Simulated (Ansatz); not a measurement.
Consider the germylene formation by 1,1-elimination: `C[NH][GeH]([OH])[Cl]` → CH₃NH₂ + `[OH][Ge][Cl]`.

Isolated molecules relaxed with PBE0-D4/def2-TZVP in Ansatz; ΔE leaves out vibrations. CCSD(T)/CBS adds triple-zeta CCSD(T) − MP2 to the extrapolated MP2 energy (def2 sets, frozen cores). Functionals use def2-TZVPP. For Ge outer-core shells are correlated without core-valence functions, which leaves a few kJ/mol of doubt a bond. Scalar relativity is left out up to krypton. One conformer a species, not always the lowest.

`C[NH][GeH]([OH])[Cl]`:

Z-matrix (Å, degrees):
```
C
N 1 1.454
H 1 1.093 2 110.1
H 1 1.096 2 113.7 3 -121.9
H 1 1.092 2 109.5 3 117.8
Ge 2 1.812 1 120.1 3 -161.2
H 2 1.010 1 112.6 3 60.4
Cl 6 2.152 2 113.6 1 -49.3
O 6 1.767 2 107.9 1 63.5
H 6 1.532 2 110.1 1 -171.5
H 9 0.961 6 110.8 2 40.6
```

CH₃NH₂:

Z-matrix (Å, degrees):
```
C
N 1 1.453
H 1 1.092 2 109.4
H 1 1.100 2 115.4 3 -121.6
H 1 1.092 2 109.4 3 116.8
H 2 1.012 1 110.6 3 62.6
H 2 1.012 1 110.6 3 -179.3
```

`[OH][Ge][Cl]`:

Cartesian coordinates in Å:
```
O 0.808 0.489 0.666
Ge -0.355 0.971 -0.581
Cl -1.255 -1.011 -0.972
H 0.802 -0.449 0.887
```

```tsv
level	ΔE (kJ/mol)
ωB97X-V	63.2
SCS-MP2/def2-TZVPP	70.5
HF/def2-QZVPP	50.8
MP2/def2-QZVPP	71.8
```

(1) What does CCSD(T)/CBS give? (Estimate.)

Largest T1 diagnostic among the species: 0.014.

## Answers

(1) Computed: +55.9 kJ/mol. The listed levels differ from it by 7.3, 14.6, -5.1, 15.9 kJ/mol.

From PBE to PBE0 (25 % exact exchange), in def2-TZVPP and without D4, ΔE moves by +22.3 kJ/mol. The D4 term adds +17.2 kJ/mol with B3LYP and +9.6 kJ/mol with PBE0; it sums over pairs of atoms, weighted by their polarisabilities, and B3LYP, whose exchange is more repulsive, gets the larger term.

B3LYP here is the variant with VWN-RPA as its local correlation; programs differ in this.
